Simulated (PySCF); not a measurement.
PBE on Rb⁻ (rubidium, charge -1), [Kr] 5s2, closed-shell 1S. Computed with PySCF 2.14 in x2c-TZVPPall with one added diffuse shell each of s, p, d, f type (9s7p7d3f1g, 95 functions), with the spin-free X2C one-electron Hamiltonian (Gaussian nucleus).

```
cycle= 1 E= -2980.62546926618  delta_E= -0.00974  |g|= 0.0903  |ddm|= 0.73
cycle= 2 E= -2980.62635552891  delta_E= -0.000886  |g|= 0.0486  |ddm|= 0.528
cycle= 3 E= -2980.62706740988  delta_E= -0.000712  |g|= 0.00234  |ddm|= 0.306
cycle= 4 E= -2980.62707979539  delta_E= -1.24e-05  |g|= 0.000372  |ddm|= 0.0233
cycle= 5 E= -2980.62708018793  delta_E= -3.93e-07  |g|= 5.85e-05  |ddm|= 0.00638
cycle= 6 E= -2980.62708020932  delta_E= -2.14e-08  |g|= 5.1e-06  |ddm|= 0.00459
cycle= 7 E= -2980.6270802095  delta_E= -1.83e-10  |g|= 1.43e-07  |ddm|= 0.000574
converged SCF energy = -2980.6270802095  <S^2> = -1.7763568e-14  2S+1 = 1
```

Highest occupied orbital energy: 0.720 eV; ⟨L²⟩ = 0.00; populations by l: s 10.00, p 18.00, d 10.00, f 0.00.

(1) Can this result be used?

Results:

(1) With care. Self-consistency was reached. At PBE the highest occupied level has a positive energy, so only the finite basis holds that electron; in a semilocal or global hybrid functional this comes from self-interaction and does not mean that the real anion is unbound.
